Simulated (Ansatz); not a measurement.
CH3F3HfS, SMILES `C[S][Hf]([F])([F])[F]`, one more setting.

```yaml
crystal:
  periodic: [false, false, false]
  atoms:
    - {symbol: C, position_ang: [-0.011108, -1.290433, 0.863243]}
    - {symbol: S, position_ang: [1.374147, -0.758556, -0.210159]}
    - {symbol: Hf, position_ang: [0.136454, 1.203109, -0.869699]}
    - {symbol: F, position_ang: [-1.501595, 0.645009, -1.659709]}
    - {symbol: F, position_ang: [1.174545, 2.223593, -2.084770]}
    - {symbol: F, position_ang: [-0.286439, 2.206543, 0.690155]}
    - {symbol: H, position_ang: [-0.361827, -2.263302, 0.523919]}
    - {symbol: H, position_ang: [0.347358, -1.355739, 1.888839]}
    - {symbol: H, position_ang: [-0.871535, -0.610234, 0.858181]}
basis:
  gaussian: {orbitals: def2-mTZVPP}
hamiltonian: {xc: {name: wB97}}
accuracy: high
```

```sh
$ ansatz run in.yaml --threads 2 --pin off --events-out ev --progress --plain --max-ram 20480MiB --backend cpu
```

Output, abridged:

```
Functional definition: wB97
3479 factors; integrals over basis functions are off by at most 9.4e-8 eV
850 factors; integrals over basis functions are off by at most 9.8e-9 eV
mean field evaluation 1: about -21382.1905 eV, gradient 6.7e1 eV
mean field evaluation 2: about -21375.9584 eV, gradient 1.0e2 eV
mean field evaluation 4: about -21389.5928 eV, gradient 1.8e0 eV
mean field evaluation 8: about -21389.6222 eV, gradient 1.8e-1 eV
mean field evaluation 16: about -21389.6224 eV, gradient 2.3e-4 eV
mean field -21389.62237236 eV, -786.0541237773 hartree, gradient 6.8e-8 eV, S^2 0.000000; 0 other end points of the search recorded, 0 dependent functions left out
reference -21389.62237117 eV, -786.0541237338 hartree; 32, 32 occupied and 137, 137 virtual orbitals, 3479 factors
Total energy: -21389.62237117 eV, -786.0541237338 hartree
```

It took 30 s on 2 threads of a server CPU on a shared host, with 1.3 GiB of host memory at the peak.
